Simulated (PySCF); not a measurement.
BCl2, SMILES Cl[B+]Cl, charge +1. Coordinates come from a B3LYP-D3(BJ)/def2-TZVP optimisation.

PySCF with TDA-PBE/def2-TZVPD puts the lowest singlet excitations at 6.33, 6.51, 6.51, 7.63, 7.75, 7.75 eV.

**Question.** What are the lowest excitation roots from ADC(2)/aug-cc-pVDZ (PySCF)? (An estimate is asked for; the answer gives what the named calculation found.)

**Answer.** 7.24, 7.24, 7.27, 8.47, 8.79, 8.90 eV. S1 differs by 0.91 eV (second minus first; roots are paired by order, and the bases may differ).
